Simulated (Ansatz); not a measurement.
`[NH2][AlH][BH]F` + H₂Se → `FB[SeH]` + `[NH2][AlH2]` at 400 K and 1 bar (cleavage of the B–Al bond).

Isolated molecules relaxed with PBE0-D4/def2-TZVP in Ansatz; ΔE leaves out vibrations. CCSD(T)/CBS is the MP2 limit (def2-TZVPP, def2-QZVPP) plus CCSD(T) − MP2 in def2-TZVPP, frozen cores. This one scheme is used for every species. For Se outer-core shells are correlated without core-valence functions, which leaves a few kJ/mol of doubt a bond. Scalar relativity is left out up to krypton. One conformer a species, not always the lowest.

| species | CCSD(T)/CBS energy (Eh) | H − E (kJ/mol) | S (J/(mol·K)) |
| --- | --- | --- | --- |
| `[NH2][AlH][BH]F` | -423.76780 | 154.3 | 363.1 |
| H₂Se | -2401.89790 | 49.4 | 229.5 |
| `FB[SeH]` | -2526.56401 | 81.4 | 299.9 |
| `[NH2][AlH2]` | -299.14566 | 122.0 | 272.0 |

H − E and S are ideal-gas, rigid-rotor, harmonic terms from PBE0-D4/def2-TZVP, for one conformer and one mirror image of each species. 1 Eh = 2625.50 kJ/mol, R = 8.31446 J/(mol·K).

Q: By hand: ΔE, ΔH, ΔS and ΔG.

A: ΔE = (-2526.56401) + (-299.14566) − (-423.76780) − (-2401.89790) = -0.04397 Eh = -115.4 kJ/mol. Δ(H − E) = 81.4 + 122.0 − 154.3 − 49.4 = -0.3, so ΔH = -115.7 kJ/mol. ΔS = 299.9 + 272.0 − 363.1 − 229.5 = -20.7 J/(mol·K). ΔG = -115.7 − 400 × (-20.7)/1000 = -107.4 kJ/mol.

Q: By hand: the equilibrium constant, and the temperature at which ΔG would vanish if ΔH and ΔS stayed fixed.

A: log₁₀ K = −ΔG/(RT ln 10) = 14.0. ΔG = 0 at ΔH/ΔS = 5589 K, far beyond where these terms or the molecules hold.

ΔH outweighs TΔS. A doubt of 5 kJ/mol in ΔE shifts log₁₀ K by 0.7 here. Other conformers and mirror images would add mixing entropy, several J/(mol·K) or more a flexible species. Modes under 60 cm⁻¹, often nearly free rotors, make the harmonic entropy too high. These are equilibria of isolated gas molecules and say nothing of rates. Largest T1 diagnostic: 0.014 (customary marks: 0.02 for closed shells, 0.045 for open ones).
